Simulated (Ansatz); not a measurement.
Program: Ansatz. Geometries: PBE0-D4/def2-TZVP. ΔE: electronic, gas phase. CCSD(T)/CBS is the MP2 limit (def2-TZVPP, def2-QZVPP) plus CCSD(T) − MP2 in def2-TZVPP, frozen cores. This one scheme is used for every species. DFT in def2-TZVPP. Elements past krypton have def2 core potentials. For In outer-core shells are correlated without core-valence functions, which leaves a few kJ/mol of doubt a bond. One conformer a species, not always the lowest.

Reaction (ligand exchange at the In–C bond): `[CH3][InH][CH2]F` + `C=C=CO` → `C=C=C[O][InH][CH3]` + fluoromethane

```json
{"species": "`[CH3][InH][CH2]F`", "ωB97X-V energy (Eh)": "-369.75628"}
{"species": "`C=C=CO`", "ωB97X-V energy (Eh)": "-191.88564"}
{"species": "`C=C=C[O][InH][CH3]`", "ωB97X-V energy (Eh)": "-421.92476"}
{"species": "`CF`", "ωB97X-V energy (Eh)": "-139.75482"}
```

Q: Work out ΔE.

A: ΔE = (-421.92476) + (-139.75482) − (-369.75628) − (-191.88564) = -0.03766 Eh = -23.6 kcal/mol. CCSD(T)/CBS gives -26.5 kcal/mol.

Largest T1 diagnostic among the species: 0.015.

In def2-TZVPP, CCSD(T) changes the Hartree–Fock value by −1.9 kcal/mol (the triples alone add −1.2 kcal/mol) and MP2 by −4.0 kcal/mol. The D4 term adds −2.5 kcal/mol with B3LYP and −1.4 kcal/mol with PBE0; it sums over pairs of atoms, weighted by their polarisabilities, and B3LYP, whose exchange is more repulsive, gets the larger term.

B3LYP here is the variant with VWN-RPA as its local correlation; programs differ in this.
